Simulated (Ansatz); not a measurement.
Isolated molecules relaxed with PBE0-D4/def2-TZVP in Ansatz; ΔE leaves out vibrations. CCSD(T)/CBS adds triple-zeta CCSD(T) − MP2 to the extrapolated MP2 energy (def2 sets, frozen cores). DFT in def2-TZVPP. B3LYP here is the variant with VWN-RPA as its local correlation; programs differ in this. Each species was taken in one conformer, which may not be the lowest.

`O[Si](O)(Cl)[SiH](F)Cl` + `CC(F)Cl` → `O[Si](O)(Cl)Cl` + `C[C@H](F)[Si@H](F)Cl`  (formal exchange of groups at the Si–Si bond)

```
          level  ΔE (kJ/mol)
       B3LYP-D4       -136.3
        ωB97M-V       -149.9
         B2PLYP       -143.3
CCSD/def2-TZVPP       -147.3
```

(1) What does CCSD(T)/CBS give? (An estimate is asked.)

Largest T1 diagnostic among the species: 0.011.

Answers

(1) Ansatz gave: -144.9 kJ/mol. The listed levels differ from it by 8.6, -5.0, 1.6, -2.4 kJ/mol.

From PBE to PBE0 (25 % exact exchange), in def2-TZVPP and without D4, ΔE moves by −10.0 kJ/mol.
